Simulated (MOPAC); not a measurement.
MOPAC input (AM1):

```
AM1 FORCE THERMO(298,298) PRECISE LET GEO-OK AUX(PRECISION=9) THREADS=1
AlBr

Al    0.00000000 1    0.00000000 1   -1.66748177 1
Br    0.00000000 1    0.00000000 1    0.59666477 1
```

From the output:

```
    Br    2   1.735436   1.735440

          HEAT OF FORMATION =      -0.345499 KCALS/MOLE

          ZERO POINT ENERGY       0.546 KCAL/MOL

           NORMAL COORDINATE ANALYSIS (Total motion = 1 Angstrom)

   Root No.       1

                 1 Sig

                 382.1

           1    0.7476
           2    0.0000
           3   -0.0000
           4   -0.2524
           5   -0.0000
           6    0.0000

           MASS-WEIGHTED COORDINATE ANALYSIS (NORMAL COORDINATES)

   Root No.       1

                 1 Sig

                 382.1

           1    0.8646
           2    0.0000
           3   -0.0000
           4   -0.5024
           5   -0.0000
           6    0.0000

          DESCRIPTION OF VIBRATIONS

 VIBRATION          1    1Sig        ATOM PAIR     ENERGY CONTRIBUTION    RADIAL
 FREQUENCY           382.14         Al1 -- Br2        +100.0% (100.0%)    100.0%
 TRANSITION DIPOLE   4.2433
 TRAVEL (Ang.)       0.0935
 REDUCED MASS       20.1705
 EFFECTIVE MASS     37.6950
 FORCE CONSTANT      1.7354

      SYMMETRY NUMBER FOR POINT-GROUP C*v =  1

          SYSTEM IS A GROUND STATE

 AlBr

          MOLECULE IS LINEAR

          THERE ARE  1 GENUINE VIBRATIONS IN THIS SYSTEM
          THIS THERMODYNAMICS CALCULATION IS LIMITED TO
          MOLECULES WHICH HAVE NO INTERNAL ROTATIONS

                    CALCULATED THERMODYNAMIC PROPERTIES
                                          *
   TEMP. (K)   PARTITION FUNCTION   H.O.F.    ENTHALPY  HEAT CAPACITY ENTROPY
                                   KCAL/MOL   CAL/MOLE    CAL/K/MOL  CAL/K/MOL

 298.00  VIB.     0.1188D+01                   205.0600     1.5079     1.0299
         ROT.     0.1270D+04                   592.1869     1.9872    16.1900
         INT.     0.1509D+04                   797.2468     3.4951    17.2199
         TRA.     0.1068D+28                  1480.4672     4.9680    39.9143
         TOT.                       -0.345    2277.7140     8.4631    57.1342

   *: NOTE: HEATS OF FORMATION ARE RELATIVE TO THE
            ELEMENTS IN THEIR STANDARD STATE AT 298K
              (=  Standard Enthalpy of Formation).

            Hvib:  Zero-point energy is not included.
                   frequencies of less than zero cm-1 are not included.
            Hrot = (3/2)RT
            Htra = (3/2)RT + pV = (5/2)RT

            Heat capacity is Cp, not Cv

          For more information, see: HTTP://OpenMOPAC.net/Manual/thermochemistry.html

           FORCE CONSTANT IN CARTESIAN COORDINATES (Millidynes/A)

    ATOM   CHEMICAL       X               Y               Z
   NUMBER   SYMBOL  FORCE CONSTANT  FORCE CONSTANT  FORCE CONSTANT

      1      Al        1.735432        0.000497        0.000497
      2      Br        1.735440        0.000497        0.000497

 **********************
 *                    *
 * JOB ENDED NORMALLY *
 *                    *
 **********************

 == MOPAC DONE ==
```
